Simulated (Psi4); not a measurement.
disilazane (H7NSi2), singlet, geometry from GFN2-xTB. Base run: Psi4 with BLYP/aug-cc-pVDZ.

Here is a job for Psi4.
```
memory 2 GB

molecule mol {
0 1
  Si    1.493033   -0.294674    0.377757
  N     0.071777   -0.112458   -0.595000
  Si   -1.522670    0.358034   -0.109403
  H     2.600860   -0.448419   -0.566127
  H     1.616449    0.914355    1.188042
  H     1.410228   -1.470968    1.253170
  H     0.117434   -0.570145   -1.490852
  H    -2.189297   -0.691900    0.671698
  H    -2.257680    0.603145   -1.350981
  H    -1.385520    1.564090    0.703100
}

set basis aug-cc-pvdz
set reference rks

energy('blyp')
print_variables()
```

Each row names what was changed in the base input (with any setting that the change needs).

```
change               basis functions      E (Eh)  dipole (D)  core-seconds (rough)
-------------------  ---------------  ----------  ----------  --------------------
base                             140  -637.91625        0.72                    20
basis = STO-3G                    30  -630.40299        0.53                     6
basis = 6-31G                     49  -637.78561        0.71                     7
basis = def2-SV(P)                64  -637.67590        0.87                     7
basis = 6-31+G*                   79  -637.88660        0.70                     9
basis = pcseg-1                   85  -637.89519        0.72                     8
basis = 6-311G**                 112  -637.96249        0.78                    10
basis = 6-311++G**               131  -637.96518        0.69                    10
basis = aug-pcseg-1              140  -637.90426        0.73                    10
basis = def2-TZVPD               186  -637.98050        0.75                    20
basis = cc-pVTZ                  196  -637.97720        0.80                    20
basis = cc-pV(T+d)Z              206  -637.98642        0.81                    30
basis = def2-TZVPP               213  -637.98172        0.78                    20
```

Totals compare only among sets that treat the same electrons; sets with core potentials leave the core out.
